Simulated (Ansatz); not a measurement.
Gas-phase electronic energies from Ansatz, PBE0-D4/def2-TZVP geometries. CBS: MP2 limit from def2 TZ/QZ plus the TZ coupled-cluster correction, frozen cores. DFT in def2-TZVPP. B3LYP here is the variant with VWN-RPA as its local correlation; programs differ in this. For Ge, Se outer-core shells are correlated without core-valence functions, which leaves a few kJ/mol of doubt a bond. Scalar relativity is left out up to krypton. Each species was taken in one conformer, which may not be the lowest.

Reaction (cleavage of the B–Ge bond): `[NH2][GeH2][B](O)O` + `CC[SeH]` → `CC[Se]B(O)O` + `[NH2][GeH3]`

```tsv
level	ΔE (eV)
B3LYP-D4	-0.70
HF/def2-QZVPP	-0.77
```

Question: What does CCSD(T)/CBS give? (Estimate.)

Answer: The calculation gave: -0.73 eV. The listed levels differ from it by 0.03, -0.04 eV.

Largest T1 diagnostic among the species: 0.012.

The D4 term adds −0.05 eV with B3LYP and −0.02 eV with PBE0; it sums over pairs of atoms, weighted by their polarisabilities, and B3LYP, whose exchange is more repulsive, gets the larger term. From PBE to PBE0 (25 % exact exchange), in def2-TZVPP and without D4, ΔE moves by −0.05 eV.
